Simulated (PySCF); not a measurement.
Run record: geometry optimisation, `C1CN[SiH2]C1`.

Computed with PBE0-D3(BJ)/def2-SVP geometry optimisation, gas phase (PySCF 2.14.0). Start geometry: GFN2-xTB. The input is one job of a driver script: a line of settings, then coordinates in Å.

Command:
```bash
OMP_NUM_THREADS=1 python probes_run.py task.json out
```

Input:
```
{"job": {"xc": "PBE0", "basis": "def2-SVP", "d3": "d3bj", "grid": 1, "shake": 0.01, "kind": "geom"}, "charge": 0, "multiplicity": 1}
C     -0.505700    -1.092300     0.343410
C     -1.321940     0.173140    -0.057880
N     -0.448260     1.301270     0.146490
Si     1.269570     0.947170    -0.058930
C      0.884100    -0.923220    -0.231480
H     -1.024630    -1.966750    -0.021450
H     -0.464150    -1.114490     1.428460
H     -1.618360     0.111330    -1.111240
H     -2.216940     0.292680     0.579590
H     -0.857580     2.203210     0.041320
H      1.972920     1.329010     1.153740
H      1.878720     1.488300    -1.256090
H      0.876970    -1.206320    -1.278360
H      1.568100    -1.558110     0.314670
```

Output:
```
step   0  E = -463.45287616  max force = 0.042585
step   1  E = -463.45991729  max force = 0.005746
step   2  E = -463.46022037  max force = 0.002025
step   3  E = -463.46027369  max force = 0.000792
step   4  E = -463.46028136  max force = 0.000444
optimisation converged
```

Energies in Eh; «max force» is the largest Cartesian gradient component in Eh/bohr.

**Question.** How much energy does the optimisation release, in kJ/mol?

**Answer.** E(step 0) − E(last step) = 0.007405 Eh, which is 19.4 kJ/mol.

Main results: final energy -463.46028 Eh after 4 steps; dipole 0.97 D.

**Question.** Where do the atoms end?

**Answer.** 0.052 Å rms from the input after alignment:
```
atom  x, y, z in Å
C1    -0.5459   -1.0794    0.3446
C2    -1.3296    0.1545   -0.1078
N3    -0.4488    1.2938    0.0739
Si4    1.2384    0.8923    0.0160
C5     0.8996   -0.9595   -0.1626
H6    -1.0345   -2.0059    0.0025
H7    -0.5408   -1.1045    1.4474
H8    -1.6490    0.0275   -1.1642
H9    -2.2527    0.2615    0.4889
H10   -0.8619    2.2120   -0.0117
H11    1.9966    1.2797    1.2511
H12    1.9947    1.4758   -1.1416
H13    0.9636   -1.2245   -1.2320
H14    1.5938   -1.6183    0.3792
```

The run took 26 s on one thread, Arm Neoverse V2 (aarch64), no GPU, shared host with 192 logical CPUs at a one-minute load of 230, and the process peaked at 0.47 GiB of memory.
Labels such as C1 count atoms from 1, the log's own numbers from 0.
